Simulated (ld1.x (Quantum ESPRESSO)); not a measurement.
molybdenum (Mo): one change to a TM potential, before and after

molybdenum (Mo), norm-conserving Troullier–Martins (Kleinman–Bylander form), made with ld1.x (Quantum ESPRESSO) 7.5 (PBE, scalar-relativistic). Core [Kr], reference 4d4 5s0 5p0 (charge +2). Waves: 5s (bound, empty): rc 2.50 bohr; 5p (bound, empty): rc 2.55 bohr; 4d (bound): rc 1.90 bohr. Local part: all-electron potential smoothed inside 1.60 bohr (lloc = -2). Core correction: Bessel-smoothed model core inside 2.00 bohr.

Change: local potential all-electron potential smoothed inside 1.04 bohr (lloc = -2).

Cutoffs: the cutoffs (Ry, on a coarse ladder) from which the occupation-weighted sum of valence levels, in a spherical-Bessel basis at the reference potential, stays within 10 and 1 mRy of its value at 400 Ry; they do not see the model core or the augmentation charge, which bear on the density cutoff. Errors are all-electron minus pseudo energies relative to the spin-unpolarised reference configuration.

Task: Predict the effect on cutoff, ghosts and configuration errors.

Result: The potential gets neither clearly harder nor softer (40 Ry and 50 Ry → 40 Ry and 50 Ry); both files keep a bound ghost (p, s); of the 7 tests that both files solve, the error grows in 0 and shrinks in 4 by more than 15 % and 0.3 meV (median size 75.1 → 73.3 meV); the range in which the s phases agree narrows (upper end 2.0 → 0.0).

| quantity | base | changed |
| --- | --- | --- |
| cutoff, loose | 40 Ry | 40 Ry |
| cutoff, tight | 50 Ry | 50 Ry |
| bound ghosts | s, p | s, p |
| error for 4d5 5s1 5p0, meV [ΔE -22.35 eV] | -51 | -28 |
| error for 4d5 5s0 5p0, meV [ΔE -15.46 eV] | -75 | -73 |
| error for 4d3 5s0 5p0, meV [ΔE 26.74 eV] | -168 | -165 |
| error for 4d5.5 5s0.5 5p0, meV [ΔE -22.07 eV] | -98 | -81 |
| error for 4d4 5s1 5p1, meV [ΔE -18.61 eV] | +14 | -7.7 |
| error for 4d2 5s0 5p0, meV [ΔE 66.25 eV] | -855 | -844 |
| error for 4d5 5s0.5 5p0, meV [ΔE -19.62 eV] | -61 | -49 |
| s: phases at 2.73 bohr within 0.05 rad from the reference energy up to (Ry; the scan ends near 5) | 2.0 | 0.0 |
| p: phases at 2.73 bohr within 0.05 rad from the reference energy up to (Ry; the scan ends near 5) | -0.8 | -0.0 |
| d: phases at 2.73 bohr within 0.05 rad from the reference energy up to (Ry; the scan ends near 5) | to the end of the scan | to the end of the scan |

Base: These tests converged, but a pseudo level misses the all-electron one widely, so the file describes the atom poorly there or has found another state: 4d3 5s0 5p0: empty 5p by 2.7 eV. Changed file: These tests converged, but a pseudo level misses the all-electron one widely, so the file describes the atom poorly there or has found another state: 4d2 5s0 5p0: empty 5s by 5.6 eV (a node warning on the way). A true bound ghost makes a file unfit for plane-wave use even where its test errors are small: the radial tests pick states by their node count and pass the ghost by.
